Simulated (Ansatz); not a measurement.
Consider the atomization: `[CH3][GeH]([F])[F]` → C• + 2 F• + Ge• + 4 H•.

Calculated with Ansatz (gas phase, PBE0-D4/def2-TZVP geometries, no zero-point term in ΔE). CCSD(T)/CBS is the MP2 limit (def2-TZVPP, def2-QZVPP) plus CCSD(T) − MP2 in def2-TZVPP, frozen cores. This one scheme is used for every species, atoms too. Functionals use def2-TZVPP. HSE06 is defined as in plane-wave codes. No spin–orbit coupling; open shells (•) take unrestricted orbitals. Spin–orbit coupling would lower the free atoms: a little for C, F; clearly for Ge. For Ge outer-core shells are correlated without core-valence functions, so the limit isn't a true one: a few kJ/mol of doubt a bond, and 10 to 20 or more in all where bonds break to atoms. Scalar relativity is left out up to krypton.

```
             level  ΔE (kJ/mol)  difference from CCSD(T)/CBS
         revPBE-D4       2819.0                        -61.8
           BLYP-D4       2844.7                        -36.1
        r2SCAN0-D4       2817.6                        -63.2
          HSE06-D4       2841.1                        -39.7
            B2PLYP       2838.1                        -42.7
          PBE-QIDH       2844.2                        -36.6
               PBE       2884.1                          3.3
              PBE0       2830.0                        -50.8
           r2SCAN0       2814.3                        -66.5
             HSE06       2831.8                        -49.0
         CAM-B3LYP       2864.1                        -16.7
       HF/def2-SVP       2109.0                       -771.8
     CCSD/def2-SVP       2683.0                       -197.8
    MP2/def2-TZVPP       2877.2                         -3.6
   CCSD/def2-TZVPP       2780.5                       -100.3
CCSD(T)/def2-TZVPP       2819.6                        -61.2
       CCSD(T)/CBS       2880.8                            0
```

Largest T1 diagnostic among the species: 0.012.

From PBE to PBE0 (25 % exact exchange), in def2-TZVPP and without D4, ΔE moves by −54.1 kJ/mol: exact exchange takes away binding that semilocal exchange gives to molecules. In def2-TZVPP, CCSD(T) changes the Hartree–Fock value by +702.0 kJ/mol (the triples alone add +39.1 kJ/mol) and MP2 by +759.6 kJ/mol; breaking electron pairs costs correlation energy, which Hartree–Fock lacks.

For atomizations the MP2-based limit and the directly extrapolated one differ by several kJ/mol either way, and by 10 to 25 for some Ge, Se and Sn compounds, so smaller differences from it don't rank the levels.
